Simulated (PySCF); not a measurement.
BHN, SMILES [B]=N, multiplicity 2. Coordinates come from a B3LYP-D3(BJ)/def2-TZVPD optimisation. The isomer is the one that the SMILES or the coordinates give; other isomers of the formula were not compared.

Method: B3LYP-D3(BJ)/def2-TZVPD (PySCF).

Harmonic wavenumbers (cm⁻¹): 458, 458, 1915, 3843. Rotational constants (GHz): 43.70 (linear); symmetry number 1.

Question: Work out the zero-point energy and the ideal-gas rigid-rotor harmonic-oscillator thermochemistry at 298.15 K and 1 atm.

Answer: ZPE = ½ Σ hcν = ½ × 6674 cm⁻¹ = 39.92 kJ/mol. H − E(el) = 49.95 kJ/mol. Entropy in J/(mol K): translation 149.30, rotation 49.53, vibration 6.47, spin 5.76, total 211.06. G − E(el) = -12.98 kJ/mol. Cp = 40.41 J/(mol K).
